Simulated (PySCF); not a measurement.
Energy landscape of Cl₃ (anion, charge -1), singlet: symmetric bend, bond length relaxed. Scanned: Cl-Cl-Cl angle. Other coordinates (Cl-Cl bond length) were minimised at PBE0/def2-TZVP.

- PBE/aug-cc-pVDZ (PySCF)
- M06-2X/aug-cc-pVDZ (PySCF)
- CCSD(T) on RHF/aug-cc-pVDZ, 15 core orbitals frozen (PySCF)

Energies relative to the lowest point of each profile, in kJ/mol; the last columns give the difference from CCSD(T):

```json
[
 {"a / °": "180", "PBE": "0.0", "M06-2X": "0.0", "CCSD(T)": "0.0", "PBE − CCSD(T)": "0.0", "M06-2X − CCSD(T)": "0.0"},
 {"a / °": "170", "PBE": "3.7", "M06-2X": "4.5", "CCSD(T)": "3.8", "PBE − CCSD(T)": "0.0", "M06-2X − CCSD(T)": "0.7"},
 {"a / °": "160", "PBE": "14.7", "M06-2X": "17.8", "CCSD(T)": "14.9", "PBE − CCSD(T)": "-0.2", "M06-2X − CCSD(T)": "2.8"},
 {"a / °": "150", "PBE": "31.9", "M06-2X": "38.7", "CCSD(T)": "32.3", "PBE − CCSD(T)": "-0.4", "M06-2X − CCSD(T)": "6.3"},
 {"a / °": "140", "PBE": "53.8", "M06-2X": "65.8", "CCSD(T)": "54.3", "PBE − CCSD(T)": "-0.5", "M06-2X − CCSD(T)": "11.5"},
 {"a / °": "130", "PBE": "79.1", "M06-2X": "97.5", "CCSD(T)": "79.2", "PBE − CCSD(T)": "-0.1", "M06-2X − CCSD(T)": "18.3"},
 {"a / °": "120", "PBE": "106.1", "M06-2X": "131.8", "CCSD(T)": "104.6", "PBE − CCSD(T)": "1.5", "M06-2X − CCSD(T)": "27.2"},
 {"a / °": "110", "PBE": "133.4", "M06-2X": "166.6", "CCSD(T)": "128.3", "PBE − CCSD(T)": "5.0", "M06-2X − CCSD(T)": "38.3"},
 {"a / °": "100", "PBE": "—", "M06-2X": "200.4", "CCSD(T)": "148.1", "PBE − CCSD(T)": "—", "M06-2X − CCSD(T)": "52.3"},
 {"a / °": "90", "PBE": "—", "M06-2X": "231.7", "CCSD(T)": "162.7", "PBE − CCSD(T)": "—", "M06-2X − CCSD(T)": "68.9"},
 {"a / °": "80", "PBE": "—", "M06-2X": "262.4", "CCSD(T)": "185.0", "PBE − CCSD(T)": "—", "M06-2X − CCSD(T)": "77.4"}
]
```

PBE is furthest from CCSD(T) at 110 (5.0 kJ/mol, above); its mean absolute difference over the points is 1.0 kJ/mol.

M06-2X is furthest from CCSD(T) at 80 (77.4 kJ/mol, above); its mean absolute difference over the points is 27.6 kJ/mol.

A dash means that the run gave no value there, or that the column was ended at a point which the program doubted or which failed a test of continuity chosen for this set; such a test can also cut sound points.
